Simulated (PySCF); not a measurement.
## Computed structure and properties of [Tl(CH3)2]+

System: [Tl(CH3)2]+ (singlet); start: template (C2v). Method: PySCF 2.14.0, RKS PBE0, Tl def2-SVP with ECP60, C def2-SVP, H def2-SVP; non-relativistic Hamiltonian with scalar-relativistic core potentials where named; density fitting; no spin-orbit coupling.

Input of the relaxation:

```python
mol = gto.M(atom='''
Tl    -0.00000     0.00000    -0.12040
C      2.03770    -0.00000     0.79150
H      2.78910    -0.00000     0.00190
H      2.15940     0.89000     1.40900
H      2.15940    -0.89000     1.40900
C     -2.03770    -0.00000     0.79150
H     -2.78910    -0.00000     0.00190
H     -2.15940    -0.89000     1.40900
H     -2.15940     0.89000     1.40900''',
    basis={'Tl': 'def2-SVP', 'C': 'def2-SVP', 'H': 'def2-SVP'},
    ecp={'Tl': 'def2-SVP'},
    charge=1, spin=0)
mf = dft.RKS(mol, xc='PBE0')
mf.grids.atom_grid = (50, 194)
mf = mf.density_fit()  # fitting sets: Tl def2-universal-JKFIT, C def2-universal-JKFIT, H def2-universal-JKFIT
mf.conv_tol = 1e-08; mf.max_cycle = 55
mf.kernel(dm0)  # dm0: converged density of the start geometry
# quasi-Newton relaxation in Cartesian coordinates to a largest gradient under 0.00045 Eh/bohr, steps kept in the point group
```

Run from Python with OMP_NUM_THREADS=2; the lines above give its settings. Where DIIS fails, smearing, a level shift and second-order steps follow.
It took 43 s on 2 threads of Intel(R) Xeon(R) Platinum 8259CL CPU @ 2.50GHz (Skylake/Cascade Lake), with other jobs on the host, from the converged density of the start.

Course of the relaxation:

```tsv
step	energy above end (eV)	largest force component within the symmetry (eV/Å)
0	0.8831	2.224
1	0.5177	1.499
2	0.3046	0.533
3	0.2028	0.370
4	0.0953	0.480
5	0.0419	0.457
6	0.0169	0.356
7	0.0039	0.181
8	0.0017	0.192
9	0.0002	0.050
10	0.0000	0.017
11	0.0000	0.004
```

Relaxed geometry (D3h):

```xyz
9

Tl    0.0000    0.0000    0.7920
C     2.1395    0.0000    0.7893
H     2.4792    0.0000   -0.2557
H     2.4822    0.9045    1.3108
H     2.4822   -0.9045    1.3108
C    -2.1395    0.0000    0.7893
H    -2.4792    0.0000   -0.2557
H    -2.4822   -0.9045    1.3108
H    -2.4822    0.9045    1.3108
```

```json
{"contact": "Tl1–C2 (CH3)", "Å": "2.140"}
{"contact": "Tl1–C6 (CH3)", "Å": "2.140"}
```

On the finer grid (75, 302):

The HOMO is -13.41 eV and the LUMO is -6.42 eV. The dipole about the centre of mass is 0.00 D, the set of Mulliken populations of Tl1 outside the core potential is s 3.58, p 6.70, d 10.06 and the D3(BJ) dispersion energy (not in the energies) is -0.123 eV.

```csv
atom,Mulliken (e),Löwdin (e),spin (e)
Tl1,0.65,0.86,0.00
C2,-0.25,-0.18,0.00
H3,0.14,0.08,0.00
H4,0.14,0.08,0.00
H5,0.14,0.08,0.00
C6,-0.25,-0.18,0.00
H7,0.14,0.08,0.00
H8,0.14,0.08,0.00
H9,0.14,0.08,0.00
```

On the grid (50, 194), as all that follows. Harmonic modes: a minimum within the noise of the softest modes; lowest 56 cm⁻¹ (negative: unstable), highest 3216 cm⁻¹, zero-point energy 1.960 eV.

Taking off one CH3 (charge -1, singlet; the rest: singlet) in vacuum, both parts rigid, costs 18.98 eV; the small basis without counterpoise inflates it. Most of it is the attraction of opposite charges; other ways to part are cheaper, and one spin state was tried for the rest.

Rigid scan of CH3 along the line from its metal:

| distance to C2 (Å) | energy (eV) |
| --- | --- |
| 1.84 | 0.962 |
| 1.94 | 0.362 |
| 2.04 | 0.078 |
| 2.14 | 0.000 |
| 2.24 | 0.057 |
| 2.34 | 0.201 |
| 2.54 | 0.622 |
| 2.84 | 1.347 |
| 3.24 | 2.211 |
| 3.74 | 2.993 |

One start shape was tried, so this needn't be the lowest isomer.
